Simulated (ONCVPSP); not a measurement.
**An all-electron radial function and its pseudo partner (ruthenium (Ru))**

Columns: radius, all-electron u(r) and pseudo u(r) of the 4p shell (level -48.13 eV) of ruthenium in the configuration [Ar] 3d10 4s2 4p6 4d7 5p1; LDA (Perdew-Wang 92), scalar-relativistic, ONCV scheme, ONCVPSP 4.0.1.

```tsv
r (bohr)	all-electron	pseudo
0.110	0.2637	0.0329
0.220	-0.4134	0.1267
0.330	-0.5459	0.2685
0.440	-0.2041	0.4387
0.550	0.2587	0.6152
0.660	0.6492	0.7762
0.770	0.9073	0.9042
0.880	1.0383	0.9877
0.990	1.0710	1.0224
1.100	1.0373	1.0107
1.210	0.9639	0.9603
1.320	0.8702	0.8817
1.430	0.7697	0.7868
1.540	0.6705	0.6861
1.650	0.5774	0.5882
1.760	0.4929	0.4985
1.870	0.4177	0.4199
1.980	0.3521	0.3526
2.090	0.2955	0.2955
2.200	0.2470	0.2470
2.310	0.2059	0.2058
2.420	0.1711	0.1711
2.530	0.1420	0.1419
2.640	0.1176	0.1175
2.750	0.0972	0.0972
2.860	0.0802	0.0802
```

Problem. How many radial nodes do the two functions have?

Solution. The all-electron 4p function has n − l − 1 = 2; the pseudo-wave has 0, since the states of the same l below it are removed with the core.

Problem. At about which radius was the pseudo-wave matched?

Solution. 2.20 bohr. The columns agree to 0.0005 from 2.09 bohr on; several derivatives are matched, so the curves merge somewhat inside the radius.

Problem. Where does each function peak?

Solution. Outermost all-electron maximum near 0.99 bohr, pseudo maximum near 0.99 bohr (to the table’s step).

Problem. Is the pseudo-wave norm-conserving?

Solution. Yes: the ONCV scheme keeps the norm inside the radius equal to the all-electron one, which fixes the energy derivative of the logarithmic derivative at the level.
